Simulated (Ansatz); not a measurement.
Geometry optimisation, RHF/def2-SVP (Ansatz 0.2.0).

input.yaml

```yaml
crystal:
  periodic: [false, false, false]
  atoms:
    - { symbol: F, position_ang: [-1.9005, -1.3566, 0.6372] }
    - { symbol: C, position_ang: [-0.6629, -1.1507, 1.0913] }
    - { symbol: Al, position_ang: [0.4868, -0.5741, -0.4202] }
    - { symbol: F, position_ang: [1.0639, -1.7599, -1.6723] }
    - { symbol: Al, position_ang: [0.6579, 1.8391, -0.9659] }
    - { symbol: F, position_ang: [-0.0688, 3.0744, 0.1679] }
    - { symbol: H, position_ang: [-0.6218, -0.3704, 1.8896] }
    - { symbol: H, position_ang: [-0.2519, -2.0912, 1.5004] }
    - { symbol: H, position_ang: [1.3859, 2.3431, -2.2451] }
basis:
  gaussian: { orbitals: def2-SVP }
hamiltonian:
  xc: hf
relax:
  f_tol: 0.02
  max_steps: 50
output:
  orbitals: {}
```

Launched with:

```bash
$ ansatz run input.yaml --threads 2 --pin off --max-ram 3072MiB --backend cpu --events-out ev --progress --plain --runs-dir out
```

Question: Where does it end, and by what steps?

Answer: The forces met the threshold. The force dipped under the threshold on the way, but the program's further checks kept it going. After 24 steps the energy has fallen by 1.050 eV; F4 moved furthest, 1.75 Å.

```
step  energy less start (eV)  largest force component (eV/Å)  accepted
   0                  0.0000                           2.935       yes
   1                 -0.6838                           1.432       yes
   2                 -0.8595                           1.198       yes
   3                 -0.9081                           0.576       yes
   4                 -0.9355                           0.132       yes
   5                 -0.9481                           0.055       yes
   6                 -0.9553                           0.251       yes
   7                 -0.9626                           0.199       yes
   8                 -0.9861                           0.058       yes
   9                 -1.0001                           0.255       yes
  10                 -1.0074                           0.450       yes
  11                 -1.0191                           0.311       yes
  12                 -1.0361                           0.145       yes
  13                 -0.9865                           0.392        no
  14                 -1.0427                           0.080       yes
  15                 -1.0442                           0.197       yes
  16                 -1.0433                           0.181        no
  17                 -1.0470                           0.092       yes
  18                 -1.0486                           0.015       yes
  19                 -1.0487                           0.139       yes
  20                 -1.0493                           0.037       yes
  21                 -1.0494                           0.029       yes
  22                 -1.0495                           0.026       yes
  23                 -1.0495                           0.026        no
  24                 -1.0496                           0.006       yes
```

```xyz
9
Properties=species:S:1:pos:R:3
F -1.868 -0.469 0.885
C -0.773 -1.322 0.935
Al 0.687 -0.460 -0.107
F 2.066 -1.372 -0.286
Al 0.529 1.900 -1.161
F 1.050 3.159 -0.211
H -0.526 -1.487 1.987
H -1.085 -2.291 0.536
H 0.008 2.296 -2.595
```

The run took 20 s on 2 threads of Intel(R) Xeon(R) 6975P-C (Granite Rapids), on a shared host, peak memory 0.22 GiB.
